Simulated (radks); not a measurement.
All-electron atom: Zr2+ in [Kr] 4d2.

All-electron calculation, Dirac Kohn-Sham, LB94 model potential, spin-unpolarised, spherical densities, finite nucleus; open shells fill j = l - 1/2 first; Fermi nuclear charge, rms radius 4.2694 fm. Program: a radial shooting solver on a logarithmic mesh with Libxc functionals.

Energy parts (eV):
| part | energy |
|---|---|
| kinetic | 101584.284 |
| electron-nucleus | -236278.553 |
| Hartree | 39887.859 |
(The LB94 potential has no energy functional, so no total or exchange-correlation energy is given.)

Orbitals (lengths in bohr, moments of r in powers of bohr; r(max) is where P^2 peaks):
| orbital | occ. | eigenvalue (eV) | <r^4> | <r^2> | r(max) |
|---|---|---|---|---|---|
| 1s1/2 | 2 | -17945.20 | 8.791e-06 | 0.001845 | 0.02413 |
| 2s1/2 | 2 | -2515.697 | 0.001648 | 0.03092 | 0.1370 |
| 2p1/2 | 2 | -2309.072 | 0.001101 | 0.02341 | 0.1067 |
| 2p3/2 | 4 | -2222.017 | 0.001220 | 0.02479 | 0.1104 |
| 3s1/2 | 2 | -432.7366 | 0.09028 | 0.2412 | 0.4091 |
| 3p1/2 | 2 | -355.2216 | 0.09522 | 0.2410 | 0.3967 |
| 3p3/2 | 4 | -341.4953 | 0.1038 | 0.2520 | 0.4060 |
| 3d3/2 | 4 | -204.3252 | 0.1155 | 0.2426 | 0.3447 |
| 3d5/2 | 6 | -201.7728 | 0.1188 | 0.2463 | 0.3476 |
| 4s1/2 | 2 | -75.4626 | 4.171 | 1.650 | 1.067 |
| 4p1/2 | 2 | -54.5470 | 6.747 | 2.055 | 1.154 |
| 4p3/2 | 4 | -52.6819 | 7.407 | 2.155 | 1.182 |
| 4d3/2 | 2 | -23.7200 | 35.36 | 4.475 | 1.569 |
| 4d5/2 | 0 | -23.5554 | 36.28 | 4.536 | 1.581 |

The highest occupied level is 4d3/2 at -23.720 eV. For comparison, the ionisation energy in NIST's Atomic Spectra Database is 23.170 eV (semi-empirical). In exact Kohn-Sham theory the highest level is minus the ionisation energy, but local and semilocal functionals leave it too shallow, through self-interaction and a potential that decays too fast; potentials with the right tail come closer. Summed over all electrons, <r^2> = 29.61 bohr^2, which gives a Langevin (diamagnetic) susceptibility term of -23.5 x 10^-6 cm^3/mol. The density falls to 0.001 e/bohr^3 at r = 3.58 bohr. The electron density at the nucleus is 7.472e+04 e/bohr^3.

Beside tabulated values, note that spin-unpolarised runs miss the spin-polarisation part of the exchange energy of open shells.
